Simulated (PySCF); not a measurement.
Computed with B3LYP-D3(BJ)/def2-TZVP // r2SCAN-D4/def2-SVP (PySCF 2.14.0). Isolated molecules, 0 K electronic values unless said otherwise. One relaxed conformer stands for a flexible species; it need not be the lowest. B3LYP has the VWN-RPA correlation part, as in Gaussian. 

Reference species: [Hf(F)(NH2)3] (neutral, multiplicity 1).

```yaml
HOMO–LUMO gap: 6.44 eV
mean_distance_from_the_central_atom_to_its_bonded_neighbours: 2.017 Å
```

Changed species: [Hf(F)3(NH2)] (1 of 4 F replaced by NH2; the reference has 3 of 4 F replaced by NH2).

Q: Predict the effect on the HOMO–LUMO gap and mean distance from the central atom to its bonded neighbours.

A: the HOMO–LUMO gap increases by 0.48 eV, to 6.92 eV; the mean distance from the central atom to its bonded neighbours falls by 0.073 Å, to 1.944 Å.
